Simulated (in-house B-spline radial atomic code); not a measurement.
Configurations of Ru+, with energies counted from [Kr] 4d7. Method: scalar-relativistic (X2C) wB97X, spin-polarised, spherical fractional occupations, exact exchange averaged over the configuration, Fermi nucleus of rms radius 4.4809 fm. Calculated with a radial B-spline atomic code at the basis-set limit. Shells without spins written out take the highest spin.

Occupations are held fixed; configurations that lie above the ionisation limit could autoionise.

```json
{"configuration": "[Ar] 3d10 4s2 4p5 4d8", "E - E(ref) (eV)": "42.044", "highest orbital": "4d down", "its <r> (bohr)": "1.642"}
{"configuration": "[Ar] 3d10 4s2 4p5 4d7 5s1", "E - E(ref) (eV)": "43.913", "highest orbital": "5s up", "its <r> (bohr)": "2.874"}
{"configuration": "[Ar] 3d10 4s2 4p5 4d7 5p1", "E - E(ref) (eV)": "48.88", "highest orbital": "5p up", "its <r> (bohr)": "3.62"}
```

**Question.** Order these further configurations by energy, lowest first.
A. [Kr] 4d6 5p1
B. [Ar] 3d10 4s2 4p5 4d7 5f1
C. [Kr] 4d6 4f1
D. [Ar] 3d10 4s2 4p5 4d7 5d1

**Answer.** A (6.3299 eV), C (13.057 eV), D (53.817 eV), B (57.003 eV).
